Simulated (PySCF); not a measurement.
SMILES c1(OC)ccc(cc1)CC (C₉H₁₂O) (GFN2-xTB optimised geometry):

```
22

C      1.720     3.439     1.501
C      1.492     3.006     0.051
C      0.722     1.717     0.000
C     -0.669     1.717     0.000
C     -1.379     0.536    -0.004
C     -0.712    -0.689    -0.006
O     -1.507    -1.800    -0.012
C     -0.892    -3.063    -0.016
C      0.677    -0.701    -0.005
C      1.376     0.495     0.000
H      2.283     2.679     2.038
H      0.768     3.579     2.007
H      2.275     4.374     1.538
H      0.939     3.788    -0.474
H      2.458     2.881    -0.442
H     -1.202     2.657     0.000
H     -2.458     0.532    -0.007
H     -0.275    -3.208    -0.909
H     -1.705    -3.788    -0.020
H     -0.278    -3.216     0.878
H      1.227    -1.629    -0.008
H      2.456     0.469     0.000
```

Calculation: B3LYP/def2-SVP (PySCF).

### Question
What are the frontier orbital energies and the dipole moment?

### Answer
HOMO-2 -8.51 eV, HOMO-1 -6.93 eV, HOMO -5.88 eV, LUMO -0.12 eV, LUMO+1 0.31 eV; dipole moment 1.19 D.

On the same geometry PBE/def2-SVP (PySCF 2.14.0) gives HOMO-2 -7.34 eV, HOMO-1 -6.12 eV, HOMO -5.05 eV, LUMO -0.84 eV, LUMO+1 -0.42 eV; dipole moment 1.18 D.

Meta-Löwdin charges at B3LYP/def2-SVP: C1 -0.27, C2 -0.16, C3 0.00, C4 -0.11, C5 -0.13, C6 0.20, O7 -0.34, C8 -0.07, C9 -0.17, C10 -0.11, H11 0.09, H12 0.09, H13 0.09, H14 0.09, H15 0.09, H16 0.10, H17 0.11, H18 0.09, H19 0.11, H20 0.09, H21 0.10, H22 0.10.
